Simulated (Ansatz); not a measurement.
`[NH2][GeH]([OH])[F]` → NH₃ + `[OH][Ge][F]` at 400 K and 1 bar (germylene formation by 1,1-elimination).

Gas-phase electronic energies from Ansatz, PBE0-D4/def2-TZVP geometries. CBS: MP2 limit from def2 TZ/QZ plus the TZ coupled-cluster correction, frozen cores. This one scheme is used for every species. For Ge outer-core shells are correlated without core-valence functions, which leaves a few kJ/mol of doubt a bond. Scalar relativity is left out up to krypton. Each species was taken in one conformer, which may not be the lowest.

```csv
species,CCSD(T)/CBS energy (Eh),H − E (kJ/mol),S (J/(mol·K))
`[NH2][GeH]([OH])[F]`,-2308.27492,161.3,358.1
NH₃,-56.50880,104.2,203.1
`[OH][Ge][F]`,-2251.74560,59.1,297.8
```

H − E and S are ideal-gas, rigid-rotor, harmonic terms from PBE0-D4/def2-TZVP, for one conformer and one mirror image of each species. 1 Eh = 2625.50 kJ/mol, R = 8.31446 J/(mol·K).

Task: By hand: ΔE, ΔH, ΔS and ΔG.

Result: ΔE = (-56.50880) + (-2251.74560) − (-2308.27492) = 0.02052 Eh = 53.9 kJ/mol. Δ(H − E) = 104.2 + 59.1 − 161.3 = 2.0, so ΔH = 55.9 kJ/mol. ΔS = 203.1 + 297.8 − 358.1 = 142.8 J/(mol·K). ΔG = 55.9 − 400 × (142.8)/1000 = -1.2 kJ/mol.

Task: By hand: the equilibrium constant, and the temperature at which ΔG would vanish if ΔH and ΔS stayed fixed.

Result: log₁₀ K = −ΔG/(RT ln 10) = 0.2. ΔG = 0 at ΔH/ΔS = 391 K.

The number of gas molecules changes by +1, which sets the sign of ΔS. The sign of ΔG lies within the doubt. A doubt of 5 kJ/mol in ΔE shifts log₁₀ K by 0.7 here. Other conformers and mirror images would add mixing entropy, several J/(mol·K) or more a flexible species. These are equilibria of isolated gas molecules and say nothing of rates. Largest T1 diagnostic: 0.015 (customary marks: 0.02 for closed shells, 0.045 for open ones).
